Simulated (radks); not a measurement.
Charge is removed step by step from the 2p down level of Sr2+, starting from [He] 2s2 2p(up 3, down 3) 3s2 3p6 3d10 4s2 4p6. All-electron calculation, scalar-relativistic Kohn-Sham, SCAN, spin-polarised, spherical densities, finite nucleus; meta-GGA in the generalised Kohn-Sham scheme; Fermi nuclear charge, rms radius 4.224 fm. Program: a radial shooting solver on a logarithmic mesh with Libxc functionals.

[
 {"removed (e)": "0", "E - E(0) (eV)": "0.000", "eigenvalue (eV)": "-1943.8", "E minus straight line (eV)": "0.000"},
 {"removed (e)": "0.1", "E - E(0) (eV)": "194.71", "eigenvalue (eV)": "-1952.9", "E minus straight line (eV)": "-4.099"},
 {"removed (e)": "0.2", "E - E(0) (eV)": "390.33", "eigenvalue (eV)": "-1962.0", "E minus straight line (eV)": "-7.293"},
 {"removed (e)": "0.3", "E - E(0) (eV)": "586.86", "eigenvalue (eV)": "-1971.1", "E minus straight line (eV)": "-9.578"},
 {"removed (e)": "0.4", "E - E(0) (eV)": "784.29", "eigenvalue (eV)": "-1980.2", "E minus straight line (eV)": "-10.950"},
 {"removed (e)": "0.5", "E - E(0) (eV)": "982.65", "eigenvalue (eV)": "-1989.3", "E minus straight line (eV)": "-11.408"},
 {"removed (e)": "0.6", "E - E(0) (eV)": "1181.9", "eigenvalue (eV)": "-1998.5", "E minus straight line (eV)": "-10.954"},
 {"removed (e)": "0.7", "E - E(0) (eV)": "1382.1", "eigenvalue (eV)": "-2007.6", "E minus straight line (eV)": "-9.586"},
 {"removed (e)": "0.8", "E - E(0) (eV)": "1583.2", "eigenvalue (eV)": "-2016.7", "E minus straight line (eV)": "-7.304"},
 {"removed (e)": "0.9", "E - E(0) (eV)": "1785.2", "eigenvalue (eV)": "-2025.8", "E minus straight line (eV)": "-4.108"},
 {"removed (e)": "1", "E - E(0) (eV)": "1988.1", "eigenvalue (eV)": "-2035.0", "E minus straight line (eV)": "0.000"}
]

Removing the whole electron costs 1988.1 eV by Delta-SCF, against 1943.8 eV from minus the eigenvalue at the starting occupation. Slater's transition state (half an electron removed) gives 1989.3 eV. Integrating minus the eigenvalue over the occupation (Janak's theorem) gives 1989.3 eV. In this scalar-relativistic scheme the density is built from large components alone, so the theorem holds only approximately. The mean slope of the eigenvalue, de/dn, is 91.2 eV per electron.
